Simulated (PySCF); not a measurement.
PySCF input (M06-2X/def2-TZVPD):

```python
from pyscf import gto, scf, dft

mol = gto.M(
    atom='''
    Si   -0.02644534   -0.11026537    0.35504379
    F    -0.47415953   -1.35786452   -0.54370235
    O    -1.07779125    1.08923669   -0.01031814
    O     1.48341860    0.40279095   -0.05119216
    H    -0.84030714    1.98591312    0.24441241
    H     2.23295896   -0.15763847    0.17037792
    ''',
    basis='def2-tzvpd',
    charge=0,
    spin=1,
    verbose=4,
)

mf = dft.UKS(mol, xc='m062x').density_fit(auxbasis='def2-universal-jkfit')
mf.grids.level = 4
mf.conv_tol = 1e-9
mf.max_cycle = 100
mf.max_memory = 1500
mf.kernel()
if not mf.converged:
    mf = mf.newton()
    mf.kernel(mf.make_rdm1())
for _ in range(2):
    mo, _, stable, _ = mf.stability(return_status=True)
    if stable:
        break
    mf.kernel(mf.make_rdm1(mo, mf.mo_occ))
mf.analyze()
```

End of the output:

```
Extra cycle  E= -541.128248870267  delta_E= -5.68e-11  |g|= 6.08e-06  |ddm|= 1.9e-05
converged SCF energy = -541.128248870267  <S^2> = 0.75215203  2S+1 = 2.0021509
uhf_internal: lowest eigs of H = [0.39934673 0.40285557 0.41619827]
<class 'pyscf.df.df_jk.DFUKS'> wavefunction is stable in the internal stability analysis
**** SCF Summaries ****
Total Energy =                        -541.128248870267043
Nuclear Repulsion Energy =             176.791312555428078
One-electron Energy =                -1101.261679116952564
Two-electron Energy =                  383.342117691257499
Two-electron Coulomb Energy =          432.710599269626982
DFT Exchange-Correlation Energy =      -49.368481578369483
HOMO-LUMO gap [eV] =                     4.720587382210325
**** MO energy ****
                             alpha | beta                alpha | beta
MO #1   energy= -67.0863971722773  | -67.0813357533797  occ= 1 | 1
MO #2   energy= -25.2407024188658  | -25.2387001428592  occ= 1 | 1
MO #3   energy= -19.6532489523813  | -19.6510484884976  occ= 1 | 1
MO #4   energy= -19.6486286750758  | -19.6466014137279  occ= 1 | 1
MO #5   energy= -5.61547850547116  | -5.61067528309226  occ= 1 | 1
MO #6   energy= -3.9291631642463   | -3.92386357470144  occ= 1 | 1
MO #7   energy= -3.92582613547771  | -3.92312533946883  occ= 1 | 1
MO #8   energy= -3.92504328870521  | -3.91893885510246  occ= 1 | 1
MO #9   energy= -1.33768247722288  | -1.3310860078095   occ= 1 | 1
MO #10  energy= -1.16127509985041  | -1.15338906450889  occ= 1 | 1
MO #11  energy= -1.14099833814115  | -1.13359516019871  occ= 1 | 1
MO #12  energy= -0.681692522616164 | -0.671259766032458 occ= 1 | 1
MO #13  energy= -0.625310452685825 | -0.620124958695356 occ= 1 | 1
MO #14  energy= -0.596840987560072 | -0.585651059054917 occ= 1 | 1
MO #15  energy= -0.548227843699052 | -0.538070549225621 occ= 1 | 1
MO #16  energy= -0.53627255516052  | -0.531819675075474 occ= 1 | 1
MO #17  energy= -0.497821140491548 | -0.479495104943035 occ= 1 | 1
MO #18  energy= -0.48147821840275  | -0.471416634410043 occ= 1 | 1
MO #19  energy= -0.448401244317089 | -0.443540265370073 occ= 1 | 1
MO #20  energy= -0.4415193220703   | -0.432546927543079 occ= 1 | 1
MO #21  energy= -0.279923041429853 | -0.106444653421953 occ= 1 | 0
MO #22  energy= 0.00293295804388019 | 0.00601828731208907 occ= 0 | 0
MO #23  energy= 0.0167865227326856 | 0.0137572211451107 occ= 0 | 0
MO #24  energy= 0.040764412336024  | 0.0362057784968177 occ= 0 | 0
MO #25  energy= 0.056766514797236  | 0.0607493606891807 occ= 0 | 0
MO #26  energy= 0.0673806734250392 | 0.0629417264493604 occ= 0 | 0
MO #27  energy= 0.0758162199281718 | 0.0788836686277215 occ= 0 | 0
MO #28  energy= 0.0857863844636536 | 0.0807320539355588 occ= 0 | 0
MO #29  energy= 0.0879952361276101 | 0.0871525300579332 occ= 0 | 0
MO #30  energy= 0.0974087035130942 | 0.0953318198448698 occ= 0 | 0
MO #31  energy= 0.115068133383202  | 0.115872820107618  occ= 0 | 0
MO #32  energy= 0.126525766983151  | 0.126384429269282  occ= 0 | 0
MO #33  energy= 0.143954489111214  | 0.141187872202589  occ= 0 | 0
MO #34  energy= 0.152780316389368  | 0.153032574428086  occ= 0 | 0
MO #35  energy= 0.161147907144887  | 0.155110469902045  occ= 0 | 0
MO #36  energy= 0.174190750449162  | 0.163504078320336  occ= 0 | 0
MO #37  energy= 0.182335942973423  | 0.173259234859842  occ= 0 | 0
MO #38  energy= 0.192695805019512  | 0.184153155464232  occ= 0 | 0
MO #39  energy= 0.20116478652605   | 0.189967345696723  occ= 0 | 0
MO #40  energy= 0.221873024296468  | 0.206278854100598  occ= 0 | 0
MO #41  energy= 0.225059465176811  | 0.229060428797684  occ= 0 | 0
MO #42  energy= 0.253970876525473  | 0.253237593133369  occ= 0 | 0
MO #43  energy= 0.262498260354835  | 0.265088206074449  occ= 0 | 0
MO #44  energy= 0.275770470896708  | 0.272506585801196  occ= 0 | 0
MO #45  energy= 0.287010035597321  | 0.283876118125388  occ= 0 | 0
MO #46  energy= 0.293735686641558  | 0.292145751266461  occ= 0 | 0
MO #47  energy= 0.301882810050843  | 0.298150510173372  occ= 0 | 0
MO #48  energy= 0.321423880493261  | 0.309480901505098  occ= 0 | 0
MO #49  energy= 0.322914606963375  | 0.323808318461049  occ= 0 | 0
MO #50  energy= 0.339503805871491  | 0.331594407194668  occ= 0 | 0
MO #51  energy= 0.353205936471796  | 0.351268101140027  occ= 0 | 0
MO #52  energy= 0.375645805368064  | 0.361381798500201  occ= 0 | 0
MO #53  energy= 0.392862917366132  | 0.386913760502605  occ= 0 | 0
MO #54  energy= 0.405075841756933  | 0.401037862853161  occ= 0 | 0
MO #55  energy= 0.420179875214436  | 0.419122697045941  occ= 0 | 0
MO #56  energy= 0.431634347474694  | 0.429429703220748  occ= 0 | 0
MO #57  energy= 0.453504453930211  | 0.449980732962873  occ= 0 | 0
MO #58  energy= 0.478971920656044  | 0.47989340102248   occ= 0 | 0
MO #59  energy= 0.495740576012545  | 0.483398346487888  occ= 0 | 0
MO #60  energy= 0.508235270478574  | 0.495174299800176  occ= 0 | 0
MO #61  energy= 0.550493386127283  | 0.542777242764452  occ= 0 | 0
MO #62  energy= 0.558945921781249  | 0.550655245798529  occ= 0 | 0
MO #63  energy= 0.575853447150175  | 0.561451211905487  occ= 0 | 0
MO #64  energy= 0.595698372424891  | 0.582589245882458  occ= 0 | 0
MO #65  energy= 0.619819437293148  | 0.603316775722118  occ= 0 | 0
MO #66  energy= 0.631723174954924  | 0.620148969892446  occ= 0 | 0
MO #67  energy= 0.64696768389126   | 0.636201979890718  occ= 0 | 0
MO #68  energy= 0.668003752174526  | 0.651583660868429  occ= 0 | 0
MO #69  energy= 0.671484372382298  | 0.661833835781454  occ= 0 | 0
MO #70  energy= 0.692595716832712  | 0.679744253217609  occ= 0 | 0
MO #71  energy= 0.701869075697992  | 0.690532340717029  occ= 0 | 0
MO #72  energy= 0.715054646346636  | 0.699884133818945  occ= 0 | 0
MO #73  energy= 0.726345317817797  | 0.713788065122933  occ= 0 | 0
MO #74  energy= 0.762714951030092  | 0.749161952688652  occ= 0 | 0
MO #75  energy= 0.769361987097065  | 0.753715734000752  occ= 0 | 0
MO #76  energy= 0.81309083294055   | 0.804600770856732  occ= 0 | 0
MO #77  energy= 0.848149525975419  | 0.836374022506602  occ= 0 | 0
MO #78  energy= 0.862227754296621  | 0.857993027687514  occ= 0 | 0
MO #79  energy= 0.882811573634061  | 0.876157409018296  occ= 0 | 0
MO #80  energy= 0.928304643037046  | 0.919392013240428  occ= 0 | 0
MO #81  energy= 0.946630015879592  | 0.933684498497534  occ= 0 | 0
MO #82  energy= 0.963871156338752  | 0.958033350774648  occ= 0 | 0
MO #83  energy= 1.00416515857196   | 0.983141707773959  occ= 0 | 0
MO #84  energy= 1.04474661469689   | 1.03660683664056   occ= 0 | 0
MO #85  energy= 1.0897992975015    | 1.0707623064561    occ= 0 | 0
MO #86  energy= 1.10225715457396   | 1.08393831043057   occ= 0 | 0
MO #87  energy= 1.11324101764112   | 1.09342077591743   occ= 0 | 0
MO #88  energy= 1.13144341992688   | 1.1111020245551    occ= 0 | 0
MO #89  energy= 1.14185327673929   | 1.12650762434308   occ= 0 | 0
MO #90  energy= 1.15482865813479   | 1.14300901294452   occ= 0 | 0
MO #91  energy= 1.16773297321518   | 1.15052073742798   occ= 0 | 0
MO #92  energy= 1.19413262441367   | 1.17980228172899   occ= 0 | 0
MO #93  energy= 1.22372267498233   | 1.21808805667498   occ= 0 | 0
MO #94  energy= 1.34085786989939   | 1.32524786178143   occ= 0 | 0
MO #95  energy= 1.35386070241474   | 1.3523982466822    occ= 0 | 0
MO #96  energy= 1.38003973713843   | 1.37270740105105   occ= 0 | 0
MO #97  energy= 1.39971647285283   | 1.37895012376816   occ= 0 | 0
MO #98  energy= 1.49521910339762   | 1.49078178017912   occ= 0 | 0
MO #99  energy= 1.5093968644866    | 1.50634010855726   occ= 0 | 0
MO #100 energy= 1.56838338467738   | 1.557974901221     occ= 0 | 0
MO #101 energy= 1.59003136066034   | 1.59296353129441   occ= 0 | 0
MO #102 energy= 1.66671955682602   | 1.66346051535461   occ= 0 | 0
MO #103 energy= 1.68108802379259   | 1.6801049510095    occ= 0 | 0
MO #104 energy= 1.7555910651656    | 1.75531739422962   occ= 0 | 0
[...]
```

It need not be the lowest isomer of its formula.
